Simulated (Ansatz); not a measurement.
A series at W: from `[S]=[W]([Cl])([Cl])([Cl])[Cl]`, ligands are replaced one by one, each step taking up H–F and setting free HCl; n counts the steps. Ansatz, PBE0-D4/def2-TZVP geometries.

```tsv
n	molecule	zero-point energy, PBE0-D4/def2-TZVP (kJ/mol)
0	`[S]=[W]([Cl])([Cl])([Cl])[Cl]`	?
1	`[F][W](=[S])([Cl])([Cl])[Cl]`	21.7
2	`[F][W]([F])(=[S])([Cl])[Cl]`	24.4
3	`[F][W]([F])([F])(=[S])[Cl]`	27.1
4	`[F][W]([F])([F])([F])=[S]`	29.8
```

Problem. By hand: fit a straight line y = ȳ + b (n − n̄) to the 4 given rows and predict n = 0.

Solution. n̄ = 2.500, ȳ = 25.75; Σ(n − n̄)(y − ȳ) = 13.50, Σ(n − n̄)² = 5.000, so b = 2.70 kJ/mol a step. Prediction: 25.75 + (2.70) × (-2.500) = 19.0 kJ/mol.

Problem. By hand: compare with the computed value, 19.1 kJ/mol, and give the steps along the whole series.

Solution. The line misses by 0.1 kJ/mol (computed minus predicted). Steps: 2.6, 2.7, 2.7, 2.7 kJ/mol.

The steps differ by at most 0.1 kJ/mol, 3.7 % of a mean step, so the ligands' effects nearly add and a line is close. The miss is 0.9 % of the series' range.
